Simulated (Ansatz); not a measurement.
```yaml
crystal:
  periodic: [false, false, false]
  atoms:
    - {symbol: Sb, position_ang: [-0.747029, -0.990333, -0.532086]}
    - {symbol: Te, position_ang: [0.189948, 1.569333, -0.994585]}
    - {symbol: H, position_ang: [-1.197521, -0.689541, 1.088438]}
    - {symbol: H, position_ang: [0.764378, -1.608461, -0.029183]}
    - {symbol: H, position_ang: [1.040024, 1.645401, 0.426117]}
basis:
  gaussian: {orbitals: def2-mTZVP, fitting: {mean_field: cc-pVTZ-jkfit}}
hamiltonian: {xc: {name: B97}}
output: {forces: true}
```

```sh
$ ansatz run in.yaml --threads 2 --pin off --events-out ev --progress --plain --max-ram 4352MiB
```

(1) How does Ansatz answer? (An estimate is asked.)

## Answers

(1) The calculation gave: The input was rejected before any iteration.
```
Functional definition: B97
Error: <dir> the basis set cc-pVTZ-JKFIT has no functions for Sb
```
